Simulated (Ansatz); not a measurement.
Program: Ansatz. Geometries: PBE0-D4/def2-TZVP. ΔE: electronic, gas phase. CCSD(T)/CBS is the MP2 limit (def2-TZVPP, def2-QZVPP) plus CCSD(T) − MP2 in def2-TZVPP, frozen cores. This one scheme is used for every species, atoms too. For atomizations the MP2-based limit and the directly extrapolated one differ by several kJ/mol either way, and by 10 to 25 for some Ge, Se and Sn compounds, so smaller differences from it don't rank the levels. DFT in def2-TZVPP. HSE06 is defined as in plane-wave codes. No spin–orbit coupling; open shells (•) take unrestricted orbitals. Spin–orbit coupling would lower the free atoms: a little for F; clearly for Br. def2 core potentials past Kr. For Ag, Br outer-core shells are correlated without core-valence functions, so the limit isn't a true one: a few kJ/mol of doubt a bond, and 10 to 20 or more in all where bonds break to atoms. Scalar relativity is left out up to krypton. One conformer a species, not always the lowest.

Consider the atomization: `F[P+](F)(F)[Ag-][Br]` → Ag• + Br• + 3 F• + P•.

| level | ΔE (eV) |
| --- | --- |
| HSE06-D4 | 19.54 |
| CCSD(T)/def2-SVP | 17.03 |
| HF/def2-TZVPP | 12.44 |
| MP2/def2-TZVPP | 20.19 |
| CCSD/def2-TZVPP | 18.29 |
| HF/def2-QZVPP | 12.58 |
| SCS-MP2/def2-QZVPP | 20.12 |
| CCSD/CBS(def2) | 19.38 |

Task: What does CCSD(T)/CBS give? (An estimate is asked.)

Result: The calculation gave: +19.98 eV. The listed levels differ from it by -0.44, -2.95, -7.54, 0.21, -1.69, -7.40, 0.14, -0.60 eV.

Largest T1 diagnostic among the species: 0.015.

At CCSD(T), def2-SVP lies −2.95 eV from the extrapolated value and def2-TZVPP −1.09 eV: correlation converges slowly with the basis, and small sets miss more of it in the bonded molecule than in its fragments. From r2SCAN to r2SCAN0 (25 % exact exchange), in def2-TZVPP and without D4, ΔE moves by −0.96 eV: exact exchange takes away binding that semilocal exchange gives to molecules.
